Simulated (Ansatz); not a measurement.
Computed with Ansatz on PBE0-D4/def2-TZVP structures; ΔE is electronic, products minus reactants. CCSD(T)/CBS is the MP2 limit (def2-TZVPP, def2-QZVPP) plus CCSD(T) − MP2 in def2-TZVPP, frozen cores. This one scheme is used for every species, atoms too. Functionals use def2-TZVPP. B3LYP here is the variant with VWN-RPA as its local correlation; programs differ in this. HSE06 is defined as in plane-wave codes. Open shells (•) are unrestricted, without spin–orbit coupling. Spin–orbit coupling would lower the free atoms: a little for Si; strongly for I. def2 core potentials past Kr. For I outer-core shells are correlated without core-valence functions, so the limit isn't a true one: a few kJ/mol of doubt a bond, and 10 to 20 or more in all where bonds break to atoms.

`I[Si](I)I`• → 3 I• + Si•  (atomization)

**Question.** What is ΔE at CCSD(T)/CBS? (Best estimate.)

**Answer.** Computed: +835.4 kJ/mol.

**Question.** What do these levels give: PBE-D4, B3LYP-D4, r2SCAN0-D4, HSE06-D4, ωB97X-V, revPBE, r2SCAN, CAM-B3LYP, LC-ωPBE, HF/def2-TZVPP, MP2/def2-TZVPP, SCS-MP2/def2-QZVPP? (Best estimate.)

**Answer.** Computed: PBE-D4 866.5, B3LYP-D4 798.3, r2SCAN0-D4 817.6, HSE06-D4 842.3, ωB97X-V 803.3, revPBE 783.9, r2SCAN 835.8, CAM-B3LYP 746.5, LC-ωPBE 766.1, HF/def2-TZVPP 506.7, MP2/def2-TZVPP 834.0, SCS-MP2/def2-QZVPP 822.3 kJ/mol.

Largest T1 diagnostic among the species: 0.012.

From PBE to PBE0 (25 % exact exchange), in def2-TZVPP and without D4, ΔE moves by −23.2 kJ/mol: exact exchange takes away binding that semilocal exchange gives to molecules. In def2-TZVPP, CCSD(T) changes the Hartree–Fock value by +257.4 kJ/mol (the triples alone add +38.8 kJ/mol) and MP2 by +327.3 kJ/mol; breaking electron pairs costs correlation energy, which Hartree–Fock lacks.

For atomizations the MP2-based limit and the directly extrapolated one differ by several kJ/mol either way, and by 10 to 25 for some Ge, Se and Sn compounds, so smaller differences from it don't rank the levels.
